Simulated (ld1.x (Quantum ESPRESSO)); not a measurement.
## antimony, PAW: configuration errors across variants

- Element: Sb
- Generator: ld1.x (Quantum ESPRESSO) 7.5
- Type: PAW
- Functional: LDA (PZ)
- Relativity: scalar-relativistic
- Frozen core: [Kr]
- Valence charge: 15
- Reference configuration: 4d10 5s2 5p3
- Partial waves: 5s (bound): rcut 1.85, rcutus 2.10 bohr; 5s channel at 0.6 Ry: rcut 1.85, rcutus 2.10 bohr; 5p (bound): rcut 2.25, rcutus 2.40 bohr; 5p channel at 0.6 Ry: rcut 2.25, rcutus 2.40 bohr; 4d (bound): rcut 1.25, rcutus 1.65 bohr; 4d channel at -1.55 Ry: rcut 1.25, rcutus 1.65 bohr
- Local potential: all-electron potential smoothed inside 1.55 bohr (lloc = -1)
- Core correction: a·sin(br)/r model core inside 1.60 bohr
- Augmentation charge: BESSEL, radius 1.05 bohr

All-electron excitation energies from the reference (eV): (1) 4d10 5s2 5p2 8.521; (2) 4d10 5s2 5p1 24.774; (3) 4d10 5s2 5p0 49.559; (4) 4d10 5s1 5p3 17.339; (5) 4d10 5s1 5p0 94.375; (6) 4d9 5s2 5p4 31.004; (7) 4d10 5s1 5p4 8.209; (8) 4d10 5s2 5p3 spin -1.092; (9) 4d10 5s2 5p2 spin 7.930.

Spin tests fill each open shell by Hund’s rule, majority spin first.

1 further variants failed, have other tests or too few solved ones, and are left out.

A true bound ghost makes a file unfit for plane-wave use even where its test errors are small: the radial tests pick states by their node count and pass the ghost by.

Errors AE − PS in meV (a dash: test not solved or not reliable):

| change | (1) | (2) | (3) | (4) | (5) | (6) | (7) | (8) | (9) | bound ghosts |
| --- | --- | --- | --- | --- | --- | --- | --- | --- | --- | --- |
| base | -2.2 | -7.1 | -19 | -4.4 | -54 | -112 | -1.4 | -1.6 | -3.5 | s |
| all radii but the core radius scaled by about 0.85 (s 1.78, p 2.02, d 1.40 bohr, rcut 1.56/1.90/1.06); local potential all-electron potential smoothed inside 1.32 bohr (lloc = -1); augmentation BESSEL, radius 0.88 bohr | -2.3 | -7.2 | -16 | -3.7 | -40 | -115 | -1.0 | +1.5 | -1.3 | s, p |
| all radii but the core radius scaled by about 1.18 (s 2.48, p 2.84, d 1.94 bohr, rcut 2.18/2.66/1.48); local potential all-electron potential smoothed inside 1.84 bohr (lloc = -1); augmentation BESSEL, radius 1.24 bohr | -1.8 | -3.6 | -3.4 | +5.9 | +6.4 | – | – | – | – | none |
| all radii but the core radius scaled by about 1.26 (s 2.64, p 3.02, d 2.08 bohr, rcut 2.32/2.82/1.56); local potential all-electron potential smoothed inside 1.94 bohr (lloc = -1); augmentation BESSEL, radius 1.32 bohr | -2.1 | -6.3 | -15 | +1.5 | -29 | – | – | – | – | none |
| all radii but the core radius scaled by about 1.36 (s 2.86, p 3.26, d 2.24 bohr, rcut 2.52/3.06/1.70); local potential all-electron potential smoothed inside 2.10 bohr (lloc = -1); augmentation BESSEL, radius 1.42 bohr | -2.0 | -6.1 | -17 | -1.8 | – | – | – | – | – | none |

(1) Give the same row for: all radii but the core radius scaled by about 1.05 (s 2.20, p 2.52, d 1.74 bohr, rcut 1.94/2.36/1.32); local potential all-electron potential smoothed inside 1.62 bohr (lloc = -1); augmentation BESSEL, radius 1.10 bohr.

Answers

(1) -2.6, -11, -38, -13, -202, -260, -6.7, -14, -13; bound ghosts: s.
